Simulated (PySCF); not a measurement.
**Correlation energy of Sb (antimony, neutral)**

Starting occupation: [Kr] 4d10 5s1 5p4, 5s1/2 with m_j = +1/2, 5p1/2 with m_j = +1/2, 5p3/2 with m_j = -1/2, +1/2, +3/2. Calculation: PySCF 2.14, in x2c-SVPall-2c with one added diffuse shell each of s, p type (7s9p4d, 54 functions); X2C-1e with screened-nucleus spin-orbit coupling, Gaussian nucleus. Frozen: [Ar] 3d10; 23 electrons correlated; the 6 highest virtual spinors left out.

MP2 pair energies summed by pair of shells (mhartree):

```json
{"pair": "5p-5p", "energy": "-39.89", "share (%)": "37.0"}
{"pair": "4d-4p", "energy": "-18.13", "share (%)": "16.8"}
{"pair": "4d-4d", "energy": "-13.99", "share (%)": "13.0"}
{"pair": "4d-5p", "energy": "-10.96", "share (%)": "10.2"}
{"pair": "4p-4p", "energy": "-9.80", "share (%)": "9.1"}
{"pair": "5p-5s", "energy": "-5.18", "share (%)": "4.8"}
{"pair": "4d-4s", "energy": "-2.56", "share (%)": "2.4"}
{"pair": "4p-5p", "energy": "-2.31", "share (%)": "2.1"}
{"pair": "4d-5s", "energy": "-2.03", "share (%)": "1.9"}
{"pair": "4p-4s", "energy": "-1.73", "share (%)": "1.6"}
{"pair": "4p-5s", "energy": "-0.50", "share (%)": "0.5"}
{"pair": "4s-4s", "energy": "-0.47", "share (%)": "0.4"}
{"pair": "4s-5p", "energy": "-0.26", "share (%)": "0.2"}
{"pair": "4s-5s", "energy": "-0.09", "share (%)": "0.1"}
```

Total MP2 correlation energy: -107.90 mhartree.

The GHF reference relaxed away from the jj start to a determinant that is no pure jj level (⟨S²⟩ = 3.78, ⟨J²⟩ = 8.80); the energies belong to that determinant.

This basis was not built for core-valence correlation, so the inner-shell part is incomplete.
